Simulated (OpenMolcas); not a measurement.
P²⁺: from RASSCF to RASPT2

```json
{
  "Program": "OpenMolcas",
  "Basis": "ANO-R3 [6s5p4d2f1g]",
  "Scalar Hamiltonian": "X2C, finite nucleus",
  "Active space": "3 electrons in 9 orbitals (RAS2 3s 3p; RAS3 3d, at most 2 electrons)",
  "State averaging": "2S+1 = 4 odd, 1 root (0 in the spin-orbit step); 2S+1 = 2 odd, 3 roots; 2S+1 = 4 even, 3 roots; 2S+1 = 2 even, 9 roots",
  "Spin-orbit coupling": "state interaction with AMFI integrals over the reference wave functions, term energies averaged over their components"
}
```

Methods on the same reference wave functions:
A. RASSCF
B. SS-RASPT2, IPEA 0.25 Eh, imaginary shift 0.1 Eh (closed shells correlated: 2s 2p)

Energies in cm-1 above 3s2 3p 2P* 1/2, the measured ground level; measured values from Martin, Zalubas and Musgrove, J. Phys. Chem. Ref. Data 14, 751 (1985).

| Level | A | B | Measured |
| --- | --- | --- | --- |
| 3s2 3p 2P* 1/2 | 0.0 | 0.0 | 0.0 |
| 3s2 3p 2P* 3/2 | 498 | 498 | 559 |
| 3s 3p2 4P 1/2 | 54466 | 56373 | 56922 |
| 3s 3p2 4P 3/2 | 54640 | 56547 | 57126 |
| 3s 3p2 4P 5/2 | 54923 | 56831 | 57454 |
| 3s 3p2 2D 3/2 | 75247 | 74674 |  |
| 3s 3p2 2D 5/2 | 75261 | 74689 |  |
| 3s 3p2 2S 1/2 | 103614 | 100374 | 100200 |

Deviations, from unrounded energies. A percentage is the sum of absolute deviations over the sum of measured energies, with the sign that they share, or ± where signs differ.

```tsv
Against measurement	Levels	A	B
mean absolute deviation (cm-1)	5	2200	400
fine structure of the ground term (%)	1	-10.9	-10.9
other configurations (%)	4	±4.0	±0.7
```

B lies closest to measurement on these levels. The largest miss of B in the table is 3s 3p2 4P 5/2, by -620 cm-1. The ranking rests on the paired levels alone, and a cruder setting can come out closer through cancelling errors.

The lowest spin-free term lies below A's lowest term by 0.277 hartree in B.

Active for correlation alone: 3d; no level in the range computed is led by a configuration that fills it, so any true level of that kind is missing. Some terms mix strongly with configurations of 3d, whose occupation reaches 0.22 (3s 3p2 2D). Computed and measured levels are paired by configuration, term and J; levels that our copy of the source lacks, or whose pairing is in doubt (as where it misses far off the trend of its configuration), stay unpaired and out of the deviations. Only configurations of the active space appear. Levels that lie high or do not pair safely by name in every column are left out.

* marks odd parity.
